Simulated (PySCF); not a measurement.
## What builds the first ionisation energy along the 3d series

Calculated with PySCF 2.14 from differences of total energies of unrestricted determinants, without spin-orbit coupling. Each column adds one step, in eV (sums use unrounded values): valence MP2, valence CCSD, valence triples, then the next inner shell at CCSD(T) (Sc 3s 3p, Ti 3s 3p, V 3s 3p, Cr 3s 3p, Mn 3s 3p, Fe 3s 3p, Co 3s 3p, Ni 3s 3p, Cu 3s 3p, Zn 3s 3p). References (NIST) marked * lie between the lowest fine-structure levels; the others compare directly ((s) semi-empirical, (t) theoretical).

```json
{"element": "Sc [Ar] 3d1 4s2 → [Ar] 3d1 4s1 (x2c-TZVPPall with one added diffuse shell each of s, p, d, f type, spin-free X2C)", "UHF": "5.394", "+ MP2": "0.707", "+ CCSD": "0.254", "+ (T)": "0.030", "+ inner shell": "0.164", "sum": "6.549", "reference": "6.562"}
{"element": "Ti [Ar] 3d2 4s2 → [Ar] 3d2 4s1 (x2c-TZVPPall with one added diffuse shell each of s, p, d, f type, spin-free X2C)", "UHF": "5.560", "+ MP2": "0.798", "+ CCSD": "0.255", "+ (T)": "0.047", "+ inner shell": "0.130", "sum": "6.791", "reference": "6.828"}
{"element": "V [Ar] 3d3 4s2 → [Ar] 3d4 (x2c-TZVPPall with one added diffuse shell each of s, p, d, f type, spin-free X2C)", "UHF": "6.168", "+ MP2": "0.390", "+ CCSD": "0.222", "+ (T)": "0.047", "+ inner shell": "-0.011", "sum": "6.815", "reference": "6.732"}
{"element": "Cr [Ar] 3d5 4s1 → [Ar] 3d5 (x2c-TZVPPall with one added diffuse shell each of s, p, d, f type, spin-free X2C)", "UHF": "6.016", "+ MP2": "0.499", "+ CCSD": "0.032", "+ (T)": "0.041", "+ inner shell": "0.188", "sum": "6.776", "reference": "6.767"}
{"element": "Mn [Ar] 3d5 4s2 → [Ar] 3d5 4s1 (x2c-TZVPPall with one added diffuse shell each of s, p, d, f type, spin-free X2C)", "UHF": "6.027", "+ MP2": "0.988", "+ CCSD": "0.215", "+ (T)": "0.077", "+ inner shell": "0.051", "sum": "7.359", "reference": "7.434"}
{"element": "Fe [Ar] 3d6 4s2 → [Ar] 3d6 4s1 (x2c-TZVPPall with one added diffuse shell each of s, p, d, f type, spin-free X2C)", "UHF": "6.436", "+ MP2": "1.078", "+ CCSD": "0.179", "+ (T)": "0.097", "+ inner shell": "0.044", "sum": "7.834", "reference": "7.904"}
{"element": "Co [Ar] 3d7 4s2 → [Ar] 3d8 (x2c-TZVPPall with one added diffuse shell each of s, p, d, f type, spin-free X2C)", "UHF": "8.292", "+ MP2": "-0.863", "+ CCSD": "0.644", "+ (T)": "-0.009", "+ inner shell": "-0.044", "sum": "8.020", "reference": "7.869"}
{"element": "Ni [Ar] 3d8 4s2 → [Ar] 3d9 (x2c-TZVPPall with one added diffuse shell each of s, p, d, f type, spin-free X2C)", "UHF": "8.224", "+ MP2": "-1.220", "+ CCSD": "0.847", "+ (T)": "-0.026", "+ inner shell": "-0.101", "sum": "7.723", "reference": "7.640 *"}
{"element": "Cu [Ar] 3d10 4s1 → [Ar] 3d10 (x2c-TZVPPall with one added diffuse shell each of s, p, d, f type, spin-free X2C)", "UHF": "6.598", "+ MP2": "1.051", "+ CCSD": "-0.139", "+ (T)": "0.156", "+ inner shell": "0.022", "sum": "7.688", "reference": "7.726"}
{"element": "Zn [Ar] 3d10 4s2 → [Ar] 3d10 4s1 (x2c-TZVPPall with one added diffuse shell each of s, p, d, f type, spin-free X2C)", "UHF": "7.789", "+ MP2": "1.387", "+ CCSD": "0.021", "+ (T)": "0.132", "+ inner shell": "0.015", "sum": "9.343", "reference": "9.394"}
```

What remains against the references is mostly basis incompleteness and, for starred values, spin-orbit coupling.

These are valence bases, so the inner-shell step is incomplete.
